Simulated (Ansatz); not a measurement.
Program: Ansatz. Geometries: PBE0-D4/def2-TZVP. ΔE: electronic, gas phase. CBS: MP2 limit from def2 TZ/QZ plus the TZ coupled-cluster correction, frozen cores. This one scheme is used for every species. DFT in def2-TZVPP. B3LYP here is the variant with VWN-RPA as its local correlation; programs differ in this. One conformer a species, not always the lowest.

Reaction (substitution at a C–B bond): `CB(O)CO` + `N=C=O` → `O=C=NCO` + `CBO`

```tsv
level	ΔE (kcal/mol)	difference from CCSD(T)/CBS
PBE-D4	8.5	-0.7
PBE0-D4	8.7	-0.5
B3LYP-D4	8.1	-1.1
ωB97X-V	8.4	-0.8
ωB97M-V	9.4	0.2
B2PLYP	7.6	-1.6
PBE	8.0	-1.2
r2SCAN	9.0	-0.2
HF/def2-TZVPP	6.1	-3.1
MP2/def2-TZVPP	8.2	-1.0
SCS-MP2/def2-TZVPP	7.4	-1.8
CCSD(T)/def2-TZVPP	8.6	-0.6
HF/def2-QZVPP	6.1	-3.1
SCS-MP2/def2-QZVPP	7.7	-1.5
HF/CBS(def2)	6.1	-3.1
CCSD/CBS(def2)	9.2	0.0
CCSD(T)/CBS	9.2	0
```

Largest T1 diagnostic among the species: 0.018.

In def2-TZVPP, CCSD(T) changes the Hartree–Fock value by +2.5 kcal/mol (the triples alone add −0.1 kcal/mol) and MP2 by +2.0 kcal/mol. The D4 term adds +0.8 kcal/mol with B3LYP and +0.4 kcal/mol with PBE0; it sums over pairs of atoms, weighted by their polarisabilities, and B3LYP, whose exchange is more repulsive, gets the larger term.
